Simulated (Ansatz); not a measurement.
A run for Ansatz (a first-principles code): R-wB97X-V/def2-TZVPP on NH3 (SMILES N).

Ansatz 0.2 input:
```yaml
crystal:
  periodic: [false, false, false]
  atoms:
    - {symbol: N, position_ang: [0.00000000, -0.00002166, 0.27906864]}
    - {symbol: H, position_ang: [-0.00000000, 0.94280068, -0.09306197]}
    - {symbol: H, position_ang: [0.81651180, -0.47143951, -0.09305334]}
    - {symbol: H, position_ang: [-0.81651180, -0.47143951, -0.09305334]}
basis:
  gaussian:
    orbitals: def2-TZVPP
hamiltonian:
  xc: {name: wB97X-V}
scf: {lower_state_search: off}
```

**Question.** Predict the final total energy.

**Answer.** -56.5625 hartree.
